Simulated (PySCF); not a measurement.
C3H4O3, SMILES O=C1OCCO1 (connectivity only; charge and spin as stated), charge -1, multiplicity 2.

Coordinates come from a B3LYP-D3(BJ)/def2-SVPD optimisation. The spin state was assumed, not searched. The values are those of a single conformer.

The numbers are results of r2SCAN/def2-SVPD (PySCF), not measurements.

Isolated molecule, no solvent. A positive occupied level means that this level leaves the electron formally unbound; only the finite basis holds it.

Computed frontier levels, dipole moment and polarisability:
| Item | Result |
|---|---|
| α spin, highest occupied and lowest empty level | 2.29 and 4.35 eV |
| β spin, highest occupied and lowest empty level | -0.98 and 4.26 eV |
| dipole moment about the centre of nuclear charge | 1.290 e·Å |
| mean static polarisability | 68.8 bohr³ (10.20 Å³) |
| polarisability, principal values | 61.4, 64.0, 81.0 bohr³ |
| ⟨S²⟩ | 0.754 (pure state 0.75) |
